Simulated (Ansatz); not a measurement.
Consider the silylene formation by 1,1-elimination: `CS[SiH](N)F` → `N[Si]F` + CH₃SH.

Isolated molecules relaxed with PBE0-D4/def2-TZVP in Ansatz; ΔE leaves out vibrations. CCSD(T)/CBS is the MP2 limit (def2-TZVPP, def2-QZVPP) plus CCSD(T) − MP2 in def2-TZVPP, frozen cores. This one scheme is used for every species. Functionals use def2-TZVPP. B3LYP here is the variant with VWN-RPA as its local correlation; programs differ in this. Each species was taken in one conformer, which may not be the lowest.

```csv
level,ΔE (eV)
PBE-D4,2.01
B3LYP,1.80
HF/def2-TZVPP,1.97
MP2/def2-TZVPP,2.20
CCSD(T)/def2-TZVPP,2.01
HF/def2-QZVPP,1.97
MP2/def2-QZVPP,2.24
SCS-MP2/def2-QZVPP,2.12
```

(1) What does CCSD(T)/CBS give? (An estimate is asked.)

Largest T1 diagnostic among the species: 0.014.

Answers

(1) The calculation gave: +2.09 eV. The listed levels differ from it by -0.08, -0.29, -0.12, 0.11, -0.08, -0.12, 0.15, 0.03 eV.

The D4 term adds +0.19 eV with B3LYP and +0.10 eV with PBE0; it sums over pairs of atoms, weighted by their polarisabilities, and B3LYP, whose exchange is more repulsive, gets the larger term. From PBE to PBE0 (25 % exact exchange), in def2-TZVPP and without D4, ΔE moves by +0.17 eV. In def2-TZVPP, CCSD(T) changes the Hartree–Fock value by +0.04 eV (the triples alone add +0.02 eV) and MP2 by +0.22 eV.
